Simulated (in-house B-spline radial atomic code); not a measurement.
The numbers below are computed, except where a source is named.
Making a Troullier-Martins d channel for Fe, r_c = 2.96 bohr

Fe, [Ar] 3d6 4s2, non-relativistic LDA (VWN5), spherical and spin-unpolarised, from a B-spline radial code for spherical atoms (atomic units). The all-electron 3d level is ε = -0.295049 hartree and its outer maximum at 0.71 bohr.

Inside r_c the pseudo-orbital is u(r) = r^3 exp(p(r)), with p = c0 + c2 r² + c4 r⁴ + … + c12 r¹². The seven coefficients follow from p and its first four derivatives at r_c, from zero curvature of the screened potential at the origin, c4 = −c2²/(2l + 5), and from the norm inside r_c. At r_c the all-electron orbital has P = 0.1854647, P' = -0.1470065, the screened potential V = -0.3182933, V' = 0.2192316, V'' = -0.2322419, and the norm inside is Q = 0.978211.

(1) What are p, p' and p'' at r_c?

For a trial c2 the five matching conditions are linear in c0, c6, c8, c10 and c12, and c2 is varied until the norm inside r_c equals Q. The root nearest zero gives:

```csv
n,c_n
0,1.041266
2,-1.030919
4,-0.1180881
6,0.05732422
8,-0.007849621
10,0.000485237
12,-1.157428e-05
```

(2) Check c4 and p(r_c), and find the screened pseudopotential at the origin.

Orbitals and screened potentials:

```tsv
r (bohr)	P	u	V all-electron	V pseudo
0.296	0.5135	0.06706	-39.45	-7.49
0.74	0.9221	0.6356	-7.174	-6.814
1.184	0.7472	1.001	-2.447	-4.362
1.628	0.5363	0.7268	-1.162	-1.301
2.072	0.3765	0.4185	-0.674	0.05369
2.516	0.264	0.2659	-0.445	-0.144
2.96	0.1855	0.1855	-0.3183	-0.3183
```

Logarithmic derivatives P'/P at R = 3.26 bohr, for energies E around ε:

```csv
E − ε (hartree),all-electron,pseudo
-0.5,1.2682,1.31706
-0.25,1.02037,1.08203
-0.1,0.742279,0.803721
0,-0.790027,-0.790026
0.1,1.21591,1.39584
0.25,0.795873,0.971035
0.5,0.388667,0.643835
```

## Answers

(1) p = ln(P/r_c^3) = ln(0.1854647/25.9343) = -4.94046. p' = P'/P − 3/r_c = -0.79264 − 1.01351 = -1.80615. The radial equation gives p'' = 2(V − ε) − 2(3) p'/r_c − p'² = -0.04649 − (-3.66112) − 3.26219 = 0.35245. Differentiating, p''' = 2V' + 2(3)p'/r_c² − 2(3)p''/r_c − 2p'p'' = -0.23968, and p'''' = 2V'' − 4(3)p'/r_c³ + 4(3)p''/r_c² − 2(3)p'''/r_c − 2p''² − 2p'p''' = 0.22556.

(2) −c2²/9 = -0.118088, as listed. The terms c_n r_c^n are 1.04127, -9.03250, -9.06511, 38.55569, -46.25752, 25.05365, -5.23594, which sum to -4.94046. Inverting the radial equation, V_l(r) = ε + 3 p'/r + (p'' + p'²)/2, so V_l(0) = ε + (2l + 3) c2 = -0.295049 + 7 × (-1.03092) = -7.5115 hartree, finite where the all-electron potential diverges.
